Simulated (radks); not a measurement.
Spherical jellium clusters: N electrons in a uniform positive sphere of charge N and radius rs N^(1/3), rs = 2.66 bohr. Calculated with a radial shooting solver with Libxc functionals: non-relativistic Kohn-Sham, LDA (Slater exchange, Perdew-Wang correlation), spin-polarised, spherical densities. Levels are named by radial order and angular momentum (1s, 1p, 1d, 2s, ...), and open shells are averaged over m.

N = 29, configuration 1s2 1p6 1d10 2s2 1f(up 7, down 2). This is the lowest configuration that the search found. Occupied and some empty levels:

level,occupation,eigenvalue (eV),<r> (bohr)
1s up,1,-9.0564,4.756
1s down,1,-8.8302,4.583
1p up,3,-7.5013,5.810
1p down,3,-7.1594,5.723
1d up,5,-5.6571,6.552
1d down,5,-5.2607,6.531
2s up,1,-5.0590,5.573
2s down,1,-4.8274,5.678
1f up,7,-3.5763,7.218
1f down,2,-3.1684,7.257
2p up,0,-2.7722,6.881
2p down,0,-2.5595,6.977
1g up,0,-1.3497,7.992
1g down,0,-0.97167,8.138
2d up,0,-0.84996,9.233
2d down,0,-0.67846,9.579

Energy (eV): total -38.0722, kinetic 107.56, external -3281.8, Hartree 1605.6, exchange-correlation -149.64, background 1680.2.

Electron density:

r (bohr),n(r) (e/bohr^3)
0.604,0.01590
1.28,0.01449
1.95,0.01274
2.62,0.01142
3.29,0.01109
3.96,0.01178
4.64,0.01299
5.31,0.01384
5.98,0.01351
6.66,0.01163
7.33,0.008595
8.00,0.005406
8.67,0.002958
9.34,0.001483
10.0,0.0006998
10.7,0.0003212
11.4,0.0001441
12.0,0.00006379
12.7,0.00002765
13.4,0.00001209
